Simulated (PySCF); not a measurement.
Where the electron goes

Species: AsP3SeSeSe nortricyclane, AsP₃Se₃.
Cartesian coordinates in Å at the PBE0-D3(BJ)/def2-SVP level; atoms count from 1:
```
atom  x, y, z in Å
As1    0.434   -1.588    1.030
Se2    0.550    0.567    2.016
P3    -0.046    1.853    0.287
P4    -1.482    0.650   -0.957
Se5   -1.718   -1.329    0.056
P6     0.674    0.817   -1.576
Se7    1.679   -1.073   -0.925
```

Computed with TDDFT wB97X-D/def2-SVPD, vertical, gas phase, core orbitals frozen in the response in PySCF 2.14.0, density-fitted response routines. Relativistic effects, spin–orbit coupling among them, are left out although an element past zinc is present.

Frontier orbitals with the atoms that hold most of them (Löwdin shares over 4%, at most four atoms; ? is withheld):

| orbital | ε (eV) | atoms |
| --- | --- | --- |
| LUMO+2 | 0.03 | As1 41%, Se2 17%, Se7 14%, P3 10% |
| LUMO+1 | 0.03 | As1 41%, Se5 19%, P4 11%, Se7 11% |
| LUMO | ? | ? |
| HOMO | -8.75 | Se7 22%, P4 19%, Se2 18%, P3 16% |
| HOMO-1 | -8.75 | Se5 25%, P6 18%, P3 17%, P4 14% |
| HOMO-2 | -9.01 | Se2 29%, Se7 29%, Se5 29%, P4 4% |
| HOMO-3 | -9.69 | As1 40%, P4 14%, P6 14%, P3 14% |

Question: Which atoms hold the LUMO, and with what shares?

Answer: Se7 (bonded to As and P) 18%; Se2 (bonded to As and P) 18%; Se5 (bonded to As and P) 18%; P3 (bonded to 2 P and Se) 13%. By element: selenium 54%, phosphorus 13% or more.

Question: What is the LUMO energy, and the HOMO–LUMO gap?

Answer: ε(LUMO) = -0.96 eV; the gap is 7.78 eV (0.2860 hartree).

Within 0.005 eV of a neighbour in this list lie HOMO-1/HOMO and LUMO+1/LUMO+2 (point group found: C3v); within a degenerate set the shares of single atoms can hang on how the components are chosen.

Question: How does S1 compare with the orbital gap of 7.78 eV?

Answer: S1 is at 3.50 eV (f = 0.0008), 4.29 eV below the gap, made of HOMO-1/HOMO→LUMO (≥96%). S1/S2 lie within about 0.01 eV of each other. Without the coupling terms of the response equations the lowest excitation would equal the gap.

Next come S2 at 3.50 eV (f 0.0008), HOMO-1/HOMO→LUMO (≥96%); S3 at 3.71 eV (f 0.0000), HOMO-2→LUMO (92%); S4 at 4.50 eV (f 0.0016), HOMO-1/HOMO→LUMO+1/LUMO+2 (≥34%), HOMO-1/HOMO→LUMO+3 (≥23%); S5 at 4.51 eV (f 0.0016), HOMO-1/HOMO→LUMO+1/LUMO+2 (≥31%), HOMO-1/HOMO→LUMO+3 (≥25%).

Orbitals of the list HOMO-3 to LUMO+2 that lie within 0.01 eV of each other are written together with a slash and their weights summed (≥ marks a lower bound); for degenerate orbitals outside that list single weights are arbitrary.

Löwdin shares depend on the basis, the more so with diffuse functions.

One conformer stands for the species.
